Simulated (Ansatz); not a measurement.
Geometry optimisation, RKS revPBE/def2-SVP in Ansatz.

The input (input.yaml):

```yaml
crystal:
  periodic: [false, false, false]
  atoms:
    - { symbol: Ga, position_ang: [-0.062706, -0.243316, -0.008684] }
    - { symbol: O, position_ang: [-0.010043, -0.317075, 1.800241] }
    - { symbol: H, position_ang: [-0.888629, -0.395603, 2.222653] }
    - { symbol: H, position_ang: [1.385774, -0.231385, -0.603779] }
    - { symbol: H, position_ang: [-1.491102, -0.2818, -0.671871] }
    - { symbol: F, position_ang: [0.081219, 2.475645, 0.977622] }
    - { symbol: H, position_ang: [0.225087, 1.866534, 1.674118] }
basis:
  gaussian: { orbitals: def2-SVP }
hamiltonian:
  xc: revpbe
relax:
  f_tol: 0.03
  max_steps: 50
```

Command:

```bash
$ ansatz run input.yaml --threads 1 --pin off --max-ram 2048MiB --backend cpu --events-out ev --progress --plain --runs-dir out
```

Question: Where does it end, and by what steps?

Answer: It converged. After 14 steps the energy has fallen by 0.822 eV; H7 moved furthest, 0.94 Å. Parted: F6–H7 (0.94 → 1.92 Å). Joined: Ga1–F6 (2.90 → 1.84 Å), O2–H7 (2.20 → 0.99 Å).

```
step  energy less start (eV)  largest force component (eV/Å)  accepted
   0                  0.0000                           0.752       yes
   1                 -0.1460                           0.894       yes
   2                 -0.1839                           2.672       yes
   3                 -0.3146                           0.436       yes
   4                 -0.3402                           0.286       yes
   5                 -0.3662                           0.514       yes
   6                 -0.4918                           0.977       yes
   7                 -0.5537                           3.842       yes
   8                 -0.6568                           2.140       yes
   9                 -0.7434                           0.739       yes
  10                 -0.8079                           0.338       yes
  11                 -0.6835                           0.842        no
  12                 -0.8213                           0.174       yes
  13                 -0.8220                           0.030       yes
  14                 -0.8222                           0.028       yes
```

```xyz
7
Properties=species:S:1:pos:R:3
Ga 0.020 0.321 -0.180
O 0.018 0.026 2.005
H -0.876 -0.211 2.323
H 1.436 -0.191 -0.642
H -1.439 -0.151 -0.573
F 0.045 2.059 0.421
H 0.036 1.019 2.036
```

Whether the end is a true minimum wasn't checked by a vibrational analysis.

Run time: 27 s on 1 thread of Arm Neoverse V2 (shared host), peak memory 0.14 GiB.
